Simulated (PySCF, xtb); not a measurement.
FH₇N₂Si₂, SMILES N[SiH2]N[SiH2]F. Atoms are numbered in the order given.

```xyz
12

Si     1.3717    -0.1975    -0.9374
F      2.2975    -0.6344     0.3521
N     -0.3155    -0.4809    -0.6720
Si    -1.4785     0.5831     0.1352
N     -1.8007     0.3521     1.8276
H      1.5806     1.2706    -1.1359
H      1.8426    -1.0338    -2.0888
H     -0.6320    -1.4422    -0.8435
H     -2.8042     0.4005    -0.5459
H     -0.8927     1.9522    -0.0403
H     -2.4195    -0.4080     2.1201
H     -1.0430     0.4724     2.5053
```

The structure is a stationary point at PBE-D3(BJ)/def2-SVP. This is a generated structure with no PubChem entry under its InChIKey; it may be hypothetical. One conformer was computed; it need not be the lowest.

The numbers are results of PySCF with IEF-PCM-ωB97X/def2-SVP, not measurements.

The values are the electrostatic part of the solvation free energy, E(continuum) − E(gas) at the gas-phase geometry, in a cavity of scaled van der Waals radii (PySCF's table); cavitation and dispersion terms are not included. In vacuum the orbital gap is 12.91 eV. The dipole moment in vacuum is 1.83 D.

**Question.** Estimate the values in water (ε = 78.36), cyclohexanone (ε = 15.62), dimethylsulfoxide (ε = 46.83). (An estimate is asked for; the answer gives what the named calculation found.)

**Answer.** 
| solvent | ε | ΔG(elec) (kcal/mol) | dipole (D) | gap (eV) |
|---|---|---|---|---|
| water | 78.36 | -5.6 | 2.26 | 13.03 |
| cyclohexanone | 15.62 | -5.2 | 2.22 | 13.02 |
| dimethylsulfoxide | 46.83 | -5.6 | 2.25 | 13.03 |

For comparison, GFN2-xTB/ALPB(water) (xtb, at the GFN2-xTB geometry, all terms of that model) gives -2.7 kcal/mol.
